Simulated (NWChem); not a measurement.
Correlation energy of HIn

```
In
H 1 1.8630
```
Charge 0, spin multiplicity 1.

Program: NWChem. All single points use one geometry, from PBE0/def2-SVP with def2 effective core potentials on In, a minimum by its harmonic frequencies.

Basis set: def2-SVP. Each correlation energy counts from its own Hartree-Fock reference.

Effective core potentials replace the inner electrons of In; spin-orbit coupling is left out. The correlated methods keep 4 core orbitals frozen. The structure started from a generated list of species. No row is a measurement; the coupled-cluster row has its own basis-set and correlation limits.

### Question
Order these methods by the correlation energy they give, lowest first: MP2, CR-CCSD[T], SCS-MP2, CCSD.

### Answer
CR-CCSD[T] (-93.4 mHa), CCSD (-91.2 mHa), SCS-MP2 (-75.7 mHa), MP2 (-71.3 mHa)
